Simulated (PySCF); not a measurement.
## Structure elucidation problem

The spectra below were simulated for a compound C3H11N3Si2.

$^{1}$H NMR (300 MHz, computed): δ 8.92 (s, 1H), 7.78 (d, 1H), 7.32 (d, 1H), 5.25 (s, 2H), 4.65 (s, 3H), 2.80 (s, 3H).

$^{13}$C{$^{1}$H} NMR (computed): δ 161.5 (CH), 150.3 (CH2), 33.7 (CH3).

PySCF calculation with NMR shieldings at PBE0/pcSseg-1/GIAO and GFN2-xTB structure; isolated molecule, one conformer, fast rotation and ring inversion assumed for equivalent nuclei, no relativistic terms.

Scale: TMS for $^{1}$H (σ = 31.72 ppm), $^{13}$C (σ = 186.93 ppm) (reference shieldings calculated alike).

Problem. Propose a structure and justify it.

Solution. 
1. Rings plus π bonds: 2 (no ring in the answer).
2. 3 carbon signals for 3 carbons: no two carbons are equivalent.
3. Carbon types of the structure: 1 × CH, 1 × CH2, 1 × CH3, leaving 5 H on heteroatoms.
4. δC 161.5, 150.3: C=N carbon.
5. δC 33.7: methyl carbon bonded to N; the inductive effect lowers its shielding.
6. δH 8.92, 7.78, 7.32: hydrogen on a C=N carbon.
7. δH 5.25: hydrogen on a silicon bonded to 2 N.
8. δH 4.65: hydrogen on a silicon bonded to N.
9. δH 2.80: hydrogen on a methyl carbon bonded to N; its carbon carries N, an electronegative neighbour.

Structure: SMILES C=N/C=N/[SiH2]N(C)[SiH3].

This is the structure that produced the data.

Shifts are as computed. Against solution values, carbons near 30 ppm lie about +3 ppm off and those near 130 ppm about +5 ppm. Of 1309 compounds with measured shifts, 239 miss one by over three times the rms of a fit or turn the order of signals round; such compounds aren't used in these exercises. No couplings were computed; multiplicities are counted from neighbouring protons, with m where these are inequivalent, close in shift, in a saturated or five-membered ring or joined by F or P, and br s for small geminal =CH2 splittings.
